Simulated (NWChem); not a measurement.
CH3Zn cation; SMILES [CH3][Zn+]

```xyz
5

Zn     0.0000     0.0000    -0.4610
C      0.0000     0.0000     1.5084
H      0.7492     0.7492     1.7983
H      0.2742    -1.0234     1.7983
H     -1.0234     0.2742     1.7983
```
Atoms are numbered in this order, from 1.

The geometry was optimised at PBE0/def2-SVP.

Problem. Give the principal values of the shielding tensors (ppm) of Zn1, C2 from BHandHLYP/pcSseg-1, GIAO (NWChem), with their diamagnetic and paramagnetic parts as GIAO splits them.

Solution. 
| atom | σ11 | σ22 | σ33 | isotropic | diamagnetic | paramagnetic |
|---|---|---|---|---|---|---|
| Zn1 | 2252.1 | 2252.1 | 2507.1 | 2337.1 | 2519.6 | -182.5 |
| C2 | 131.0 | 131.0 | 194.9 | 152.3 | 249.7 | -97.4 |
